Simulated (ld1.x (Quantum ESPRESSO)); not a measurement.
Mn (Z = 25): what ld1.x (Quantum ESPRESSO) 7.5 does with a changed input

Command:

```bash
ld1.x < Mn.in > Mn.out
```

Input:

```
&input
   title='Mn', zed=25., rel=2, dft='PBE', iswitch=3, rmax=5.0,
   config='[Ar] 3d5 4s2 4p0', rel_dist='average',
   nld=5, rlderiv=1.95, eminld=-8.0, emaxld=5.0, deld=0.04
 /
 &inputp
   pseudotype=2, tm=.false., lloc=-1, rcloc=0.65,
   nlcc=.true., new_core_ps=.true., rcore=0.40,
   file_pseudopw='Mn.UPF', file_wfcaegen='ae.wfc', file_wfcncgen='nc.wfc', file_beta='beta', file_chi='chi'
 /
3
3S  1  0   2.00   0.00  1.05  1.05  0.0
3P  2  1   6.00   0.00  0.85  0.85  0.0
3D  3  2   5.00   0.00  1.80  1.80  0.0
 &test
   configts(1)='3s2 3p6 3d5 4s2 4p0'
 /
```

Output (end):

```
     s(4P/4P) =  0.000000  <r> =   0.0000  <r2> =    0.0000  r(max) =   4.9835

     ------------------------ End of All-electron run ------------------------

     --------------------- Generating NC pseudopotential ---------------------

      Generating local potential from pseudized AE potential:
      Matching radius rcloc =   0.6500

      Local pseudo, rcloc= 0.658 Estimated cut-off energy=    55.88 Ry

      Computing core charge for nlcc:

       r > 0.40 : true rho core
      Core charge pseudized with two Bessel functions
      Integrated core pseudo-charge :   9.20

     Fully relativistic calculation: |psi|^2

     Wfc 3S LC norm =  0.99968495 SC norm =  0.00031492 missing  0.00000014

     Wfc 3P LC norm =  0.99972301 SC norm =  0.00027686 missing  0.00000013

     Wfc 3P LC norm =  0.99972739 SC norm =  0.00027214 missing  0.00000047

     Wfc 3D LC norm =  0.99983576 SC norm =  0.00016423 missing  0.00000001

     Wfc 3D LC norm =  0.99983706 SC norm =  0.00015903 missing  0.00000391

      Wfc   3S  rcut= 1.058  Estimated cut-off energy=      115.65 Ry
      This function has    0 nodes for 0 < r <    1.058

      Wfc   3P  rcut= 0.845  Estimated cut-off energy=      245.86 Ry
      This function has    0 nodes for 0 < r <    0.845

      Wfc   3P  rcut= 0.845  Estimated cut-off energy=      245.68 Ry
      This function has    0 nodes for 0 < r <    0.845
      l=   1 integral=    0.000002083 r(ikk)     0.957072795

 %%%%%%%%%%%%%%%%%%%%%%%%%%%%%%%%%%%%%%%%%%%%%%%%%%%%%%%%%%%%%%%%%%%%%%%%%%%%%%
     Error in routine compute_chi (1):
     chi too large beyond r_c
 %%%%%%%%%%%%%%%%%%%%%%%%%%%%%%%%%%%%%%%%%%%%%%%%%%%%%%%%%%%%%%%%%%%%%%%%%%%%%%

     stopping ...
```

Problem. This input was made by a single change from one that runs to its end. What was changed?

Solution. The change: mesh end rmax=5.0. The program stops during the generation: "compute_chi: chi too large beyond r_c". Messages: warning: convergence not achieved.
